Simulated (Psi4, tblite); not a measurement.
Dimer C3H8 ··· F4Si (SMILES CCC and F[Si](F)(F)F), singlet at R = 4.06 Å between the centres of mass, closest contact 2.79 Å (lowest of the rigid-body minima from ten starts at GFN2-xTB). Geometry in Å and degrees:

```
C
H 1 1.0916
H 1 1.0929 2 107.77
H 1 1.0929 2 107.77 3 115.74
C 1 1.5265 2 111.60 4 122.13
H 5 1.0941 1 109.44 2 57.95
H 5 1.0941 6 106.13 1 117.99
C 5 1.5265 6 109.44 7 117.99
H 8 1.0916 5 111.60 6 -57.91
H 8 1.0929 9 107.77 5 122.13
H 8 1.0929 9 107.77 10 115.74
F 11 2.7939 8 130.85 9 -156.60
Si 12 1.5677 11 113.45 8 10.31
F 13 1.5675 12 109.50 11 22.98
F 13 1.5676 14 109.40 12 -119.99
F 13 1.5676 14 109.48 15 -119.99
```

- GFN2-xTB (tblite)
- SAPT0/jun-cc-pVDZ, frozen core (Psi4)
- revPBE/def2-TZVP, counterpoise-corrected (Psi4)
- revPBE-D3(BJ)/def2-TZVP, counterpoise-corrected (Psi4)

### Question
What interaction energy does each level give?

### Answer

```tsv
method	E_int / kJ/mol
GFN2-xTB	-10.08
revPBE-D3(BJ)/def2-TZVP	-6.68
SAPT0/jun-cc-pVDZ	-1.59
revPBE/def2-TZVP	7.69
```
